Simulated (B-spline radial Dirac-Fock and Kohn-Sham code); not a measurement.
What relativity does to the binding energies of Dy⁺

System: dysprosium as Dy⁺, [Xe] 4f10 6s1.

Both columns are ΔSCF binding energies of the configuration average from an atomic code on a B-spline grid: non-relativistic Hartree-Fock with a point nucleus, and Dirac-Fock with a finite nucleus and the Coulomb interaction alone, averaged over the two j levels with weights 2j+1.

```tsv
shell	Hartree-Fock (eV)	Dirac-Fock (eV)	shift (eV)	shift (%)
1s	50614.4	54033.6	+3419.18	+6.76
2s	8203.0	9089.8	+886.84	+10.81
2p	7798.2	8084.1	+285.88	+3.67
3s	1852.3	2064.2	+211.89	+11.44
3p	1670.1	1746.8	+76.70	+4.59
3d	1334.1	1320.6	-13.47	-1.01
4s	381.7	431.9	+50.19	+13.15
4p	308.1	325.1	+16.94	+5.50
4d	176.3	173.1	-3.17	-1.80
4f	17.38	12.58	-4.80	-27.63
5p	35.28	36.49	+1.21	+3.44
6s	10.16	10.78	+0.62	+6.11
```

Relativity binds 1s, 2s, 2p, 3s, 3p, 4s, 4p, 5p, 6s more strongly, among those listed most of all 4s in relative terms, and 3d, 4d, 4f more weakly, because the contracted s and p shells screen the nucleus better.

Values without a named source are computed, but for edge energies of neutral atoms, which are taken from tables.
